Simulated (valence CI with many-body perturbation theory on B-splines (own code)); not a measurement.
## Sr XXXIV: electric-dipole lines

Computed by relativistic CI+MBPT: three valence electrons over a frozen Dirac-Fock core [He], a basis of 11 s, 11 p, 10 d, 8 f, 5 g, 2 h functions for each j, with the one-electron correlation potential Σ1, the two-electron term Σ2, the three-electron term Σ3, Breit, model QED; selected CI, second order for the rest, scaled by the run's own slope (own B-spline code, finite nucleus).

The last digits are not significant, and no measured levels were compared; by estimate large intervals hold to a few tenths of a per cent, small ones and those within an open d or f shell to about a per cent.

Lines 51 to 100 of 593 in falling wavelength, among levels below 253.94 Ry, chosen from the strongest by gf and those to the six lowest levels. Wavelengths and rates use the calculated energies. Electric multipoles are in the length gauge, E1 and E2 with the static RPA response of the core. Weak lines are less certain than strong ones. Lines between different terms over intervals too small for the method are left out, as are lines whose strength nearly cancels. The highest levels of a list are the least certain.

Levels are named by their leading jj configuration (3d3/2^4 stands for four electrons in 3d with j = 3/2), which in mixed levels can hold well under half, so a name can repeat and another be missing. Letters in brackets count levels of one name in rising energy.

| λ vac (Å) | Upper | Lower | A (s⁻¹) | S (a.u.) with core polarisation | S without |
| --- | --- | --- | --- | --- | --- |
| 510.5 | (2s 2p1/2 4p3/2) J=5/2 | (2s 2p1/2 4s) J=3/2 | 2.22e+09 | 8.77e-01 | 8.77e-01 |
| 505.4 | (2s 2p3/2 4p3/2) J=1/2 [a] | (2s 2p3/2 4s) J=3/2 [a] | 2.29e+09 | 2.92e-01 | 2.92e-01 |
| 497.4 | (2s 2p1/2 4p1/2) J=3/2 | (2s 2p1/2 4s) J=1/2 [a] | 8.71e+08 | 2.12e-01 | 2.12e-01 |
| 492.0 | (2s 2p3/2 4p3/2) J=1/2 [b] | (2s 2p3/2 4s) J=1/2 | 1.64e+09 | 1.93e-01 | 1.93e-01 |
| 485.1 | (2s 2p1/2 4p3/2) J=3/2 [b] | (2s 2p1/2 4s) J=3/2 | 9.24e+08 | 2.08e-01 | 2.08e-01 |
| 476.0 | (2s 2p3/2 4d5/2) J=7/2 [a] | (2s 2p3/2 4p1/2) J=5/2 | 4.88e+08 | 2.08e-01 | 2.08e-01 |
| 460.5 | (2s 2p3/2 4p3/2) J=5/2 [a] | (2s 2p3/2 4s) J=5/2 | 1.22e+09 | 3.53e-01 | 3.53e-01 |
| 389.2 | (2p3/2^2 3d5/2) J=7/2 | (2p3/2^2 3p3/2) J=5/2 | 9.27e+08 | 2.16e-01 | 2.16e-01 |
| 388.0 | (2p1/2 2p3/2 3d5/2) J=9/2 | (2p1/2 2p3/2 3p3/2) J=7/2 | 1.32e+09 | 3.80e-01 | 3.80e-01 |
| 387.6 | (2s 2p3/2 3d5/2) J=9/2 | (2s 2p3/2 3p3/2) J=7/2 | 1.12e+09 | 3.22e-01 | 3.22e-01 |
| 386.3 | (2p1/2 2p3/2 3d5/2) J=7/2 [a] | (2p1/2 2p3/2 3p3/2) J=5/2 [a] | 1.09e+09 | 2.48e-01 | 2.48e-01 |
| 379.3 | (2p3/2^2 3d5/2) J=9/2 | (2p3/2^2 3p3/2) J=7/2 | 1.36e+09 | 3.65e-01 | 3.65e-01 |
| 371.0 | (2s 2p1/2 3d5/2) J=7/2 | (2s 2p1/2 3p3/2) J=5/2 | 1.27e+09 | 2.56e-01 | 2.56e-01 |
| 362.7 | (2p3/2^2 3d5/2) J=5/2 [b] | (2p3/2^2 3p3/2) J=3/2 [b] | 1.52e+09 | 2.14e-01 | 2.14e-01 |
| 357.0 | (2p1/2 2p3/2 3d5/2) J=7/2 [b] | (2p1/2 2p3/2 3p3/2) J=5/2 [b] | 1.45e+09 | 2.60e-01 | 2.60e-01 |
| 354.5 | (2p1/2^2 3d5/2) J=5/2 | (2p1/2^2 3p3/2) J=3/2 | 1.67e+09 | 2.20e-01 | 2.20e-01 |
| 349.3 | (2s 2p3/2 3d5/2) J=7/2 [b] | (2s 2p3/2 3p3/2) J=5/2 [b] | 1.37e+09 | 2.31e-01 | 2.31e-01 |
| 329.5 | (2p3/2^2 3p1/2) J=3/2 | (2p3/2^2 3s) J=5/2 | 1.78e+09 | 1.26e-01 | 1.26e-01 |
| 326.8 | (2s 2p1/2 3d5/2) J=5/2 [a] | (2s 2p1/2 3p3/2) J=3/2 [a] | 1.21e+09 | 1.25e-01 | 1.25e-01 |
| 325.4 | (2s 2p3/2 3d5/2) J=5/2 [b] | (2s 2p3/2 3p3/2) J=3/2 [b] | 1.33e+09 | 1.36e-01 | 1.36e-01 |
| 323.8 | (2s^2 3d5/2) J=5/2 | (2s^2 3p3/2) J=3/2 | 1.70e+09 | 1.71e-01 | 1.71e-01 |
| 310.3 | (2p1/2 2p3/2 3d5/2) J=5/2 [b] | (2p1/2 2p3/2 3p3/2) J=3/2 [b] | 1.75e+09 | 1.55e-01 | 1.55e-01 |
| 307.7 | (2s 2p1/2 3d5/2) J=5/2 [b] | (2s 2p1/2 3p3/2) J=3/2 [b] | 1.95e+09 | 1.68e-01 | 1.68e-01 |
| 306.9 | (2s 2p3/2 3p1/2) J=3/2 [a] | (2s 2p3/2 3s) J=5/2 | 2.01e+09 | 1.15e-01 | 1.15e-01 |
| 305.8 | (2p3/2^2 3p1/2) J=5/2 | (2p3/2^2 3s) J=5/2 | 1.52e+09 | 1.29e-01 | 1.29e-01 |
| 304.5 | (2s 2p3/2 3d5/2) J=5/2 [a] | (2s 2p3/2 3p3/2) J=3/2 [a] | 1.38e+09 | 1.15e-01 | 1.15e-01 |
| 299.3 | (2s 2p3/2 3d5/2) J=7/2 [a] | (2s 2p3/2 3p3/2) J=5/2 [a] | 1.83e+09 | 1.94e-01 | 1.94e-01 |
| 287.7 | (2s 2p3/2 3p1/2) J=5/2 | (2s 2p3/2 3s) J=5/2 | 2.07e+09 | 1.46e-01 | 1.46e-01 |
| 267.9 | (2s 2p3/2 3d3/2) J=7/2 | (2s 2p3/2 3p1/2) J=5/2 | 1.88e+09 | 1.43e-01 | 1.43e-01 |
| 258.9 | (2p1/2 2p3/2 3d3/2) J=7/2 | (2p1/2 2p3/2 3p1/2) J=5/2 | 2.83e+09 | 1.94e-01 | 1.94e-01 |
| 257.5 | (2p1/2 2p3/2 3d3/2) J=5/2 [a] | (2p1/2 2p3/2 3p1/2) J=3/2 [a] | 2.16e+09 | 1.09e-01 | 1.09e-01 |
| 256.5 | (2s 2p1/2 3d3/2) J=5/2 | (2s 2p1/2 3p1/2) J=3/2 | 2.28e+09 | 1.14e-01 | 1.14e-01 |
| 252.5 | (2p3/2^2 3d3/2) J=7/2 | (2p3/2^2 3p1/2) J=5/2 | 3.74e+09 | 2.38e-01 | 2.38e-01 |
| 250.0 | (2s 2p3/2 3d3/2) J=5/2 [b] | (2s 2p3/2 3p1/2) J=3/2 [b] | 2.54e+09 | 1.18e-01 | 1.18e-01 |
| 249.4 | (2p1/2^2 3d3/2) J=3/2 | (2p1/2^2 3p1/2) J=1/2 | 4.00e+09 | 1.22e-01 | 1.22e-01 |
| 249.2 | (2p1/2 2p3/2 3p3/2) J=7/2 | (2p1/2 2p3/2 3s) J=5/2 | 6.15e+09 | 3.76e-01 | 3.76e-01 |
| 247.5 | (2p1/2 2p3/2 3p3/2) J=5/2 [a] | (2p1/2 2p3/2 3s) J=3/2 [a] | 4.86e+09 | 2.18e-01 | 2.18e-01 |
| 246.0 | (2s 2p1/2 3p3/2) J=3/2 [b] | (2s 2p1/2 3s) J=1/2 [b] | 3.13e+09 | 9.18e-02 | 9.18e-02 |
| 245.5 | (2s 2p1/2 3d3/2) J=3/2 [a] | (2s 2p1/2 3p1/2) J=1/2 [a] | 3.37e+09 | 9.85e-02 | 9.85e-02 |
| 244.2 | (2p3/2^2 3p3/2) J=5/2 | (2p3/2^2 3s) J=5/2 | 2.25e+09 | 9.68e-02 | 9.68e-02 |
| 243.5 | (2p3/2^2 3d3/2) J=3/2 [b] | (2p3/2^2 3p1/2) J=1/2 | 4.23e+09 | 1.20e-01 | 1.21e-01 |
| 240.0 | (2s 2p3/2 3p3/2) J=5/2 [b] | (2s 2p3/2 3s) J=3/2 [b] | 4.29e+09 | 1.76e-01 | 1.76e-01 |
| 239.4 | (2p3/2^2 3p3/2) J=7/2 | (2p3/2^2 3s) J=5/2 | 5.69e+09 | 3.08e-01 | 3.08e-01 |
| 233.7 | (2s^2 3d3/2) J=3/2 | (2s^2 3p1/2) J=1/2 | 3.58e+09 | 9.02e-02 | 9.02e-02 |
| 233.2 | (2p3/2^2 3p3/2) J=3/2 [b] | (2p3/2^2 3s) J=1/2 | 6.54e+09 | 1.64e-01 | 1.64e-01 |
| 229.3 | (2p1/2^2 3p3/2) J=3/2 | (2p1/2^2 3s) J=1/2 | 7.48e+09 | 1.78e-01 | 1.78e-01 |
| 227.9 | (2s 2p3/2 3p3/2) J=5/2 [a] | (2s 2p3/2 3s) J=3/2 [a] | 3.82e+09 | 1.34e-01 | 1.34e-01 |
| 225.6 | (2s 2p3/2 3p3/2) J=7/2 | (2s 2p3/2 3s) J=5/2 | 6.83e+09 | 3.10e-01 | 3.10e-01 |
| 223.4 | (2p1/2 2p3/2 3p3/2) J=5/2 [b] | (2p1/2 2p3/2 3s) J=3/2 [b] | 5.81e+09 | 1.92e-01 | 1.92e-01 |
| 216.3 | (2s^2 3p3/2) J=3/2 | (2s^2 3s) J=1/2 | 6.66e+09 | 1.33e-01 | 1.33e-01 |
